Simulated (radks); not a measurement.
Radial electron density D(r) = 4 pi r^2 rho(r) of an atom or ion with 40 electrons. Method: scalar-relativistic Kohn-Sham, PBE, spin-unpolarised, spherical densities, point nucleus; computed with a radial shooting solver on a logarithmic mesh with Libxc functionals.

r (bohr),D(r) (e/bohr)
0.005168,12.45
0.005969,15.35
0.006893,18.73
0.007961,22.59
0.009194,26.88
0.01062,31.51
0.01226,36.28
0.01416,40.95
0.01636,45.20
0.01889,48.63
0.02181,50.90
0.02519,51.73
0.02909,51.07
0.0336,49.17
0.0388,46.64
0.04481,44.43
0.05176,43.60
0.05977,45.01
0.06903,48.86
0.07972,54.43
0.09207,60.00
0.1063,63.38
0.1218,62.93
0.1407,58.20
0.1625,50.59
0.1876,43.20
0.2167,39.19
0.2503,39.97
0.289,44.00
0.3338,47.56
0.3855,46.98
0.4452,40.92
0.5142,31.17
0.5938,21.27
0.6858,14.24
0.792,11.00
0.9146,10.37
1.056,10.37
1.22,9.598
1.409,7.832
1.627,5.657
1.879,3.737
2.17,2.384
2.506,1.551
2.894,1.040
3.343,0.6888
3.86,0.4217
4.458,0.2271
5.149,0.1039
5.946,0.03899
6.867,0.01152
7.931,0.002582
9.159,0.0004229

What is the nuclear charge?

Answer. Z = 41. The innermost maximum, from 1s, lies near gamma/Z bohr with gamma = sqrt(1 - (Z/c)^2) = 0.954, here 0.0233 bohr (found: 0.0254), and its height grows with Z. The density is that of the niobium ion Nb+ in [Kr] 4d3 5s1; the configuration itself is not fixed sharply by these data, and Z only to a few units. D(r) has 4 maxima, at r = 0.0254, 0.112, 0.353, 1.01 bohr, and minima at 0.0513, 0.227, 0.915 bohr, inside which lie 2.04, 11.09, 29.54 electrons.
